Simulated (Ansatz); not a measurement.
Ansatz (an electronic-structure program) input (RI-MP2/def2-QZVPPD):
A basis named .json is the Basis Set Exchange file of that set.

Ansatz 0.2 input:
```yaml
crystal:
  periodic: [false, false, false]
  atoms:
    - {symbol: C, position_ang: [-3.53363597, -1.11263918, -0.29867187]}
    - {symbol: C, position_ang: [-2.03697299, -1.19825411, -0.49506777]}
    - {symbol: O, position_ang: [-1.44299253, -0.03813007, 0.11938063]}
    - {symbol: Ge, position_ang: [0.29196579, 0.18966291, 0.08134657]}
    - {symbol: Cl, position_ang: [0.99971420, 0.29345763, -1.94194027]}
    - {symbol: Cl, position_ang: [0.69373811, 2.01358711, 1.09954165]}
    - {symbol: Cl, position_ang: [1.29319278, -1.44204421, 1.05111311]}
    - {symbol: H, position_ang: [-4.01823298, -1.97894984, -0.75347996]}
    - {symbol: H, position_ang: [-3.78037125, -1.09401903, 0.76321237]}
    - {symbol: H, position_ang: [-3.93000399, -0.20915756, -0.76282324]}
    - {symbol: H, position_ang: [-1.63492723, -2.10381778, -0.03142856]}
    - {symbol: H, position_ang: [-1.78474238, -1.21787764, -1.55932446]}
basis:
  gaussian:
    orbitals: def2-QZVPPD.json
    fitting: {mean_field: def2-universal-jkfit, correlation: def2-QZVPPD-RIFIT.json}
total_charge: -1
magnetization: {spin_polarized: true, initial_magnetization: 1}
correlation: {method: mp2, electrons: outside_noble_gas}
```

Output:

```
Functional definition: HF
integrals: 3.27 GiB planned
967 factors; integrals over basis functions are off by at most 1.6e0 eV
3.13 GiB of device memory are held for the factors and their scratch space
mean field: 5.99 GiB planned
mean field evaluation 1: about -98166.6205 eV, gradient 2.6e1 eV
mean field evaluation 2: about -98169.1504 eV, gradient 1.8e1 eV
mean field evaluation 4: about -98170.3438 eV, gradient 1.5e0 eV
mean field evaluation 8: about -98170.4135 eV, gradient 3.9e-1 eV
mean field evaluation 16: about -98170.1928 eV, gradient 1.0e0 eV
mean field evaluation 32: about -98170.4567 eV, gradient 2.7e-6 eV
mean field evaluation 64: about -98170.2992 eV, gradient 1.9e0 eV
mean field evaluation 96: about -98170.3332 eV, gradient 9.9e-1 eV
mean field -98170.45669796 eV, -3607.6977413244 hartree, gradient 1.2e-6 eV, S^2 0.751041; 15 other end points of the search recorded, 0 dependent functions left out
32 core orbitals not correlated
1659 factors; their error is unknown
reference -98170.45669796 eV, -3607.6977413244 hartree; 23, 22 occupied and 634, 635 virtual orbitals, 1659 factors
second order -37.75616297 eV of doubles, -0.00000000 eV of singles
Total energy: -98208.21286093 eV, -3609.0852547216 hartree
```

This state (charge -1, doublet) is run at the relaxed geometry of the species with charge 0 and multiplicity 1.
